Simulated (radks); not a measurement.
Problem. Numerical settings for the gallium ion Ga3+, [Ar] 3d10. Method: non-relativistic Kohn-Sham, r2SCAN, spin-polarised, spherical densities, point nucleus; meta-GGA in the generalised Kohn-Sham scheme; computed with a radial shooting solver on a logarithmic mesh with Libxc functionals. The defaults (mesh step 0.008 in ln r, mesh end at 40 bohr or more with all orbitals vanishing there, Anderson mixing 0.5 over 9 steps, residual threshold near 1e-9 with the energy settled to 1e-9 hartree or 1e-11 of itself, here a cap of 86 iterations) give E = -1922.742 hartree and 3d at -53.259 eV in 13 iterations. Run on one thread of a shared host, so times are rough (Intel(R) Xeon(R) 6975P-C): 0.09 s of CPU time, 0.09 s wall, 13 iterations on 2476 mesh points. One setting is changed at a time: mesh step in ln r 0.05; mesh step in ln r 0.012; mesh step in ln r 0.12; mesh end (bohr) 12; mesh end (bohr) 2; residual threshold 1e-16; residual threshold 1e-05; mixing 1; linear mixing, mixing 0.8; linear mixing, mixing 0.5; mixing history 3; iteration cap 2. Which runs fail to converge, and which converge to a wrong energy?

Solution. Not converged within the cap: mesh step in ln r 0.12; residual threshold 1e-16; linear mixing, mixing 0.8; iteration cap 2. Settings that end as converged yet miss the energy by more than 1 mhartree: mesh end (bohr) 2 (+0.829 hartree).
